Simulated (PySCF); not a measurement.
Isomers of C5H2ClFO2. Theory: TDDFT PBE0/def2-SVPD, vertical, gas phase, core orbitals frozen in the response in PySCF. Geometries: GFN2-xTB; one conformer of each isolated species. Triplets are in the Tamm–Dancoff approximation.

A. `O=C(F)c1cc(Cl)co1`
B. `Clc1c(C(=O)F)occ1`
C. `O=C(Cl)c1ccc(F)o1`

Lowest singlet levels (six at most, fewer where fewer were computed) with oscillator strengths:

1. 4.62 eV (f 0.000); 4.87 eV (f 0.387); 5.69 eV (f 0.000); 6.06 eV (f 0.014); 6.27 eV (f 0.039); 6.78 eV (f 0.002); T1 3.12 eV
2. 5.13 eV (f 0.293); 5.14 eV (f 0.000); 5.61 eV (f 0.108); 6.14 eV (f 0.000); 6.75 eV (f 0.000); 6.95 eV (f 0.178); T1 3.24 eV
3. 4.90 eV (f 0.212); 5.25 eV (f 0.000); 5.84 eV (f 0.189); 6.35 eV (f 0.000); 6.60 eV (f 0.000); 7.04 eV (f 0.277); T1 3.23 eV

Question: Which spectrum belongs to which structure?

Answer: 1 = C, 2 = B, 3 = A.
- A: S1 at 4.90 eV, HOMO→LUMO (93%); Löwdin shares by element: HOMO carbon 60% or more, chlorine 17% (atoms not listed hold the other 23%); LUMO carbon 47% or more, oxygen 16% or more (atoms not listed hold the other 36%); HOMO -7.77 and LUMO -2.32 eV; point group Cs, 3 of its 6 listed states under f = 0.0005.
- B: S1 at 5.13 eV, HOMO→LUMO (97%); Löwdin shares by element: HOMO carbon 58% or more, chlorine 13% (atoms not listed hold the other 29%); LUMO carbon 46% or more, oxygen 16% or more (atoms not listed hold the other 37%); HOMO -7.78 and LUMO -2.21 eV; point group Cs, 3 of its 6 listed states under f = 0.0005.
- C: S1 at 4.62 eV, HOMO-1→LUMO (95%); Löwdin shares by element: HOMO carbon 69% or more (atoms not listed hold the other 31%); LUMO carbon 49% or more, oxygen 19% or more (atoms not listed hold the other 33%); HOMO -7.68 and LUMO -2.34 eV; point group Cs, 2 of its 6 listed states under f = 0.0005.
